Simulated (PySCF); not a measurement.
C4H8OSe.
Numbering: `[CH2:1]1[CH2:2][Se:3][CH2:4][CH2:5][O:6]1`

Cartesian coordinates in Å at the PBE0-D3(BJ)/def2-SVP level; atoms count from 1:
```
atom  x, y, z in Å
C1     1.213    0.844    0.008
C2     1.332   -0.664   -0.179
Se3    0.178   -1.644    1.049
C4    -1.455   -0.664    0.548
C5    -1.122    0.542   -0.316
O6    -0.094    1.313    0.238
H7     1.644    1.343   -0.886
H8     1.807    1.156    0.881
H9     2.359   -0.993    0.033
H10    1.098   -0.976   -1.207
H11   -1.917   -0.336    1.490
H12   -2.149   -1.341    0.028
H13   -2.008    1.194   -0.381
H14   -0.886    0.227   -1.351
```

A calculation gives these core lines: C 1s: 291.04 (area 2), 292.17 (area 2) eV; O 1s: 538.29 eV.

Computed with delta-SCF UKS SCAN, pcX-2 on the ionised atom, pcseg-1 elsewhere, spin-free X2C (PySCF 2.14.0). Geometry: PBE0-D3(BJ)/def2-SVP, one conformer, isolated molecule.

Order the carbon atoms by C 1s binding energy.

291.04 eV: C2/C4 (sp3 carbon bound to selenium); 292.17 eV: C1/C5 (sp3 carbon bound to oxygen). Lowest listed C 1s: C2/C4, bonded to C, Se and 2 H. Highest, 1.13 eV above it: C1/C5, bonded to O, C and 2 H.

Bonded neighbours of each site: C1/C5: O, C and 2 H; C2/C4: C, Se and 2 H; O6: 2 C.

What is the longest wavelength that can ionise C 1s of C1/C5 vertically?

λ = hc/E = 12398.42 eV Å / 292.17 eV = 42.436 Å.

Topologically equivalent atoms share the value of their first member; where this conformer doesn't relate them by symmetry, their own values could differ. No level of selenium is listed.

On an x86-64 server with one thread, on a shared host, this took 23 s of wall time.
